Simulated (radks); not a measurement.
Values are calculated unless marked as measured or tabulated.
All-electron atom: I in [Kr] 4d10 5s2 5p(up 2.875, down 2.125) (fractional occupations, a model configuration). Code: a radial shooting solver on a logarithmic mesh with Libxc functionals. Model: scalar-relativistic Kohn-Sham, PBEsol, spin-polarised, spherical densities, finite nucleus; Fermi nuclear charge, rms radius 4.75 fm. Some entries of the table are withheld. Estimate them.

orbital,occ.,eigenvalue (eV),r(max) (bohr)
1s up,1,-32966.00,0.01755
1s down,1,-32965.97,0.01755
2s up,1,-5093.696,0.09916
2s down,1,-5093.685,0.09916
2p up,3,-4572.765,0.07949
2p down,3,-4572.746,0.07949
3s up,1,-1027.820,0.2858
3s down,1,-1027.799,0.2858
3p up,3,-858.9972,0.2795
3p down,3,-858.9740,0.2795
3d up,5,-605.9070,0.2317
3d down,5,-605.8849,0.2317
4s up,1,-180.3288,0.6804
4s down,1,-180.2828,0.6805
4p up,3,-127.3924,(1)
4p down,3,-127.3440,(2)
4d up,5,-50.2384,0.7784
4d down,5,-50.1599,0.7783
5s up,1,-17.6582,1.704
5s down,1,-17.2077,1.700
5p up,2.875,(3),2.028
5p down,2.125,(4),2.027

Answer. 
(1) 4p up r(max) (bohr): 0.7150
(2) 4p down r(max) (bohr): 0.7150
(3) 5p up eigenvalue (eV): -7.3110
(4) 5p down eigenvalue (eV): -6.8568
